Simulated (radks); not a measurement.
Values are calculated unless marked as measured or tabulated.
Task: Radial electron density D(r) = 4 pi r^2 rho(r) of an atom or ion with 8 electrons. Code: a radial shooting solver on a logarithmic mesh with Libxc functionals. Model: scalar-relativistic Kohn-Sham, PBE, spin-polarised, spherical densities, point nucleus.

r (bohr)  D(r) (e/bohr)  spin D(r)
0.002461          1.875  -0.000185
0.002982          2.629  -0.000184
0.003613          3.660  -0.000103
0.004413          5.118   0.000193
0.005348          6.985   0.000937
0.006479          9.408    0.00265
0.007851          12.47    0.00635
0.009513          16.22     0.0141
0.01153           20.62     0.0296
0.01397           25.49     0.0603
0.01692           30.46      0.119
0.0205            34.97      0.228
0.02484           38.28      0.426
0.0301            39.65      0.770
0.03677           38.51       1.37
0.04455           35.17       2.29
0.05398           30.74       3.64
0.06541           27.06       5.44
0.07925           25.92       7.57
0.09603           27.90       9.68
0.1164            31.54       11.2
0.141             33.72       11.4
0.1708            31.54       9.99
0.207             24.51       7.33
0.2528            14.80       4.22
0.3063            6.916       1.90
0.3712            2.337      0.626
0.4497           0.5355      0.141
0.5449          0.07668     0.0201
0.6603         0.006234    0.00164

What is the nuclear charge?

Result: Z = 33. The innermost maximum, from 1s, lies near gamma/Z bohr with gamma = sqrt(1 - (Z/c)^2) = 0.971, here 0.0294 bohr (found: 0.0306), and its height grows with Z. The density is that of the arsenic ion As25+ in [He] 2s2 2p4; the configuration itself is not fixed sharply by these data, and Z only to about a unit. D(r) has 2 maxima, at r = 0.0306, 0.143 bohr, and minima at 0.0774 bohr, inside which lie 2.22 electrons.
